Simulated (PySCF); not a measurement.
## Radial density of Fe²⁺ (iron, charge +2)

UHF, [Ar] 3d6, high-spin 5D determinant. All numbers are calculated (PySCF 2.14, the spin-free X2C one-electron Hamiltonian (Gaussian nucleus), in x2c-TZVPall).

| r (bohr) | 4πr²ρ (e/bohr) | 4πr²(ρα − ρβ) |
| --- | --- | --- |
| 0.00101 | 0.2086 | 0.0000 |
| 0.00170 | 0.5286 | 0.0000 |
| 0.00286 | 1.325 | 0.0000 |
| 0.00481 | 3.206 | 0.0000 |
| 0.00809 | 7.269 | -0.0001 |
| 0.0136 | 14.77 | -0.0001 |
| 0.0229 | 25.01 | 0.0000 |
| 0.0385 | 31.38 | 0.0008 |
| 0.0647 | 27.01 | 0.0054 |
| 0.109 | 25.75 | 0.0368 |
| 0.183 | 34.94 | 0.2464 |
| 0.308 | 20.93 | 1.2204 |
| 0.518 | 14.02 | 3.2083 |
| 0.871 | 14.74 | 3.5265 |
| 1.47 | 3.876 | 1.4248 |
| 2.47 | 0.3241 | 0.1565 |
| 4.15 | 0.006215 | 0.0022 |

Densities and radii are taken from the X2C orbitals without a picture-change correction, which distorts them close to the nucleus.
